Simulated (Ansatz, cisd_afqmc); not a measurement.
Species: BNH$_{2}$, charge 0, singlet. BNH2 (SMILES B=N).
B3LYP-D3(BJ)/def2-TZVP minimum from Ansatz (a program for electronic structure):
```xyz
4

B      0.0000     0.0000    -0.6920
N      0.0000     0.0000     0.5409
H      0.0000     0.0000    -1.8589
H      0.0000     0.0000     1.5327
```

Total energies in cc-pVDZ, 10 correlated electrons, 2 frozen orbitals. Radicals and triplets start from unrestricted determinants; spin-orbit coupling is neglected. Cores are frozen in correlated methods. No relativity. AFQMC is phaseless with a CISD trial state; ± is one standard error, without the phaseless bias. Outlying blocks are dropped, and bars are widened where a walk drifts. Over all cases where full CI ran beside it in this data, AFQMC minus full CI had a median of +0.1 mEh and passed +0.4 mEh in a tenth of the cases.

```
method         program        energy (Eh)  minus CCSDTQ (mEh)
----------  ----------  -----------------  ------------------
HF              Ansatz          -80.30084              275.53
MP2             Ansatz          -80.55015               26.22
CCSD            Ansatz          -80.56572               10.65
CCSD(T)         Ansatz          -80.57511                1.26
CCSDT(Q)        Ansatz          -80.57651               -0.14
CCSDTQ          Ansatz          -80.57637                0.00
AFQMC/CISD  cisd_afqmc  -80.5766 ± 0.0004          -0.2 ± 0.4
```

Rough core times of Ansatz's runs on a shared machine: CCSD(T) under 20 s, CCSDT(Q) under 20 s, CCSDTQ 2 min.
